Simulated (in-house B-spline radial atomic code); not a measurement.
A fraction x of an electron is removed from 5s in the xenon ion Xe⁵⁺, starting from [Kr] 4d10 5s2 5p1 and keeping the highest spin. All numbers are computed (scalar-relativistic (X2C) BLYP, spin-polarised, spherical fractional occupations; Fermi nucleus of rms radius 4.7859 fm) with a radial B-spline atomic code at the basis-set limit, not measured.

| x | E(x) - E(0) (eV) | 5s down level (eV) |
| --- | --- | --- |
| 0 | 0.0000 | -73.153 |
| 0.03 | 2.2002 | -73.526 |
| 0.19 | 14.1235 | -75.518 |
| 0.3 | 22.5061 | -76.894 |
| 0.42 | ? | ? |
| 0.5 | 38.1367 | -79.416 |
| 0.67 | 51.8214 | -81.584 |
| 0.83 | ? | ? |
| 0.96 | 76.0249 | -85.349 |
| 1 | 79.4493 | - |

(1) What belongs in the row x = 0.42?

(2) What belongs in the row x = 0.83?

(3) Check Janak's theorem between x = 0.03 and 0.19.

Results:

(1) An energy change of 31.8239 eV; 5s down at -78.404 eV.

(2) An energy change of 65.0399 eV; 5s down at -83.652 eV.

(3) The slope of the energy is 74.52 eV; the orbital levels give 74.52 eV (-ε of the emptying orbital, averaged over the two points).
